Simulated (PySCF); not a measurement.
Spectrum to structure. Computed with TDDFT B3LYP/def2-SVPD, vertical, gas phase, core orbitals frozen in the response (PySCF 2.14.0, density-fitted response routines). Geometries: GFN2-xTB, one conformer each.

```
state  ν̃ (cm⁻¹)       f  main configurations (H = HOMO, L = LUMO)
   S1      29020  0.0004                                 H→L (99%)
   S2      36450  0.0001                               H-2→L (97%)
   S3      43220   0.560                               H-1→L (96%)
   S4      46370   0.076                               H-3→L (98%)
   S5      50450  0.0005                               H→L+1 (96%)
   S6      54000  0.0011                               H-5→L (93%)
   S7      55340  0.0008                H-4→L (60%), H-1→L+1 (38%)
   S8      56820  0.0016                H-2→L+1 (69%), H-6→L (19%)
```

Triplets computed (Tamm–Dancoff): 3.10, 3.17, 4.15 eV.

Orbital energies (eV): HOMO-3 -8.84, HOMO-2 -8.29, HOMO-1 -7.84, HOMO -7.34, LUMO -2.50, LUMO+1 0.17, LUMO+2 0.38.

Task: Which structure fits?
A. `N#CC[C@@H](C=O)CF`
B. `COC(=O)/C=C\C=N\[H]`
C. `COC1=C(NC=O)C1`
D. `CC(C)[C@@H](C)C#N`

Result: B. Its S1, at 3.60 eV, is the lowest among the candidates; the nearest of the others has S1 at 4.25 eV. S1 is HOMO→LUMO (99%). Löwdin shares by element: HOMO nitrogen 50%, carbon 14% or more, oxygen 13% or more, hydrogen 6% or more (atoms not listed hold the other 17%); LUMO carbon 49% or more, nitrogen 18% (atoms not listed hold the other 32%). At the same level the other candidates give, for their lowest levels:
- `COC1=C(NC=O)C1`: 4.87 eV (f 0.186); 4.90 eV (f 0.091); 5.31 eV (f 0.003); 5.34 eV (f 0.001); 5.99 eV (f 0.001); T1 3.58 eV; HOMO -5.71, LUMO -0.42 eV
- `N#CC[C@@H](C=O)CF`: 4.25 eV (f 0.000); 6.83 eV (f 0.005); 7.03 eV (f 0.004); 7.06 eV (f 0.007); 7.39 eV (f 0.006); T1 3.65 eV; HOMO -7.98, LUMO -1.87 eV
- `CC(C)[C@@H](C)C#N`: 7.74 eV (f 0.002); 7.95 eV (f 0.009); 7.99 eV (f 0.007); 8.41 eV (f 0.022); 8.48 eV (f 0.002); T1 6.53 eV; HOMO -8.90, LUMO 0.04 eV

Conformer computed: `[H]/[N:8]=[CH:7]/[CH:6]=[CH:5]\[C:3]([O:2][CH3:1])=[O:4]`: C1–O2–C3–O4 0°, O2–C3–C5–C6 180°, C5–C6–C7–N8 180°.
